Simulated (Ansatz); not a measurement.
Calculation: frozen-core CCSD(T)/cc-pVTZ // CAM-B3LYP-D3(BJ)/def2-TZVP (Ansatz, an electronic-structure program). The restricted HF reference is unstable towards unrestricted orbitals.

Ansatz 0.2 input:
```yaml
crystal:
  periodic: [false, false, false]
  atoms:
    - { symbol: C, position_ang: [-2.546576, 0.543442, -0.50681] }
    - { symbol: C, position_ang: [-1.275645, 0.173229, -0.443144] }
    - { symbol: Cl, position_ang: [-0.588361, -0.736762, -1.756489] }
    - { symbol: C, position_ang: [-0.410778, 0.492669, 0.685424] }
    - { symbol: C, position_ang: [0.870304, 0.192825, 0.890861] }
    - { symbol: Si, position_ang: [2.151626, -0.74108, -0.105261] }
    - { symbol: H, position_ang: [-2.979242, 1.109243, 0.306557] }
    - { symbol: H, position_ang: [-3.173691, 0.298395, -1.350244] }
    - { symbol: H, position_ang: [-0.938673, 1.061618, 1.445623] }
    - { symbol: H, position_ang: [1.263455, 0.564544, 1.83344] }
    - { symbol: H, position_ang: [1.793646, -2.157283, -0.316733] }
    - { symbol: H, position_ang: [2.450594, -0.099724, -1.400558] }
    - { symbol: H, position_ang: [3.383341, -0.701119, 0.717331] }
basis:
  gaussian: { orbitals: cc-pVTZ }
correlation:
  method: ccsd_t
```

Output:

```
Functional definition: HF
1641 factors; integrals over basis functions are off by at most 8.4e-4 eV
mean field evaluation 1: about -24595.6759 eV, gradient 3.2e1 eV
mean field evaluation 2: about -24596.0969 eV, gradient 3.2e1 eV
mean field evaluation 4: about -24599.4882 eV, gradient 4.0e0 eV
mean field evaluation 8: about -24599.5519 eV, gradient 3.1e-1 eV
mean field evaluation 16: about -24595.6742 eV, gradient 3.2e1 eV
mean field -24599.55261094 eV, -904.0168842765 hartree, gradient 2.7e-6 eV, S^2 0.000000; 0 other end points of the search recorded, 0 dependent functions left out; unrestricted orbitals would lower it
14 core orbitals not correlated
reference -24599.55261094 eV, -904.0168842765 hartree; 17, 17 occupied and 255, 255 virtual orbitals, 1641 factors
second order -26.09098159 eV of doubles, -0.00000000 eV of singles
cycle   1  -26.81646747 eV  change   -7.3e-1 eV  update   1.2e-1
cycle   2  -27.55186963 eV  change   -7.4e-1 eV  update   3.7e-2
cycle   3  -27.70392561 eV  change   -1.5e-1 eV  update   1.7e-2
cycle   4  -27.69647651 eV  change    7.4e-3 eV  update   4.9e-3
cycle   5  -27.69677577 eV  change   -3.0e-4 eV  update   2.1e-3
cycle   6  -27.69739389 eV  change   -6.2e-4 eV  update   5.3e-4
cycle   7  -27.69726689 eV  change    1.3e-4 eV  update   2.5e-4
cycle   8  -27.69726381 eV  change    3.1e-6 eV  update   9.7e-5
cycle   9  -27.69727723 eV  change   -1.3e-5 eV  update   4.3e-5
cycle  10  -27.69725419 eV  change    2.3e-5 eV  update   1.5e-5
perturbative correction -1.31610403 eV, -0.0483659309 hartree
Total energy: -24628.56596916 eV, -905.0831055252 hartree
```

Cost: around 28 core-minutes (rough).
